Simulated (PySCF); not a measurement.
## The third ionisation energy along group 8

Calculated with PySCF 2.14 from differences of total energies of unrestricted determinants, without spin-orbit coupling. Values in eV. The last column holds reference values (NIST; (s) semi-empirical, (t) theoretical, else measured). Unmarked ones compare directly (S terms, centres of terms, or small fine structure); those marked * lie between the lowest fine-structure levels and include a spin-orbit shift.

```
                                 element                 configurations     UHF     LDA    PBE0  MP2 (valence)  SCS-MP2 (valence)  MP2 (valence and next inner shell)         reference
    Fe (aug-cc-pwCVTZ, non-relativistic)            [Ar] 3d6 → [Ar] 3d5  28.541  31.881  31.206         30.247             30.486                              30.770  30.651 ± 0.012 *
Ru (aug-cc-pwCVTZ-PP with ECP28MDF, ECP)            [Kr] 4d6 → [Kr] 4d5  26.452  28.657  28.308         27.790             28.073                              27.826       28.47 (s) *
Os (aug-cc-pwCVTZ-PP with ECP60MDF, ECP)  [Xe] 4f14 5d6 → [Xe] 4f14 5d5  24.876  27.162  26.721         26.192             26.448                              26.302    25 ± 1.6 (t) *
```

"Valence" correlates the outer s and p shells and, in groups 3 to 12 and the f block, the outer d or f shell, open or full, or the next shell where the ion has no valence electron left; the wider scheme adds the next inner shell.
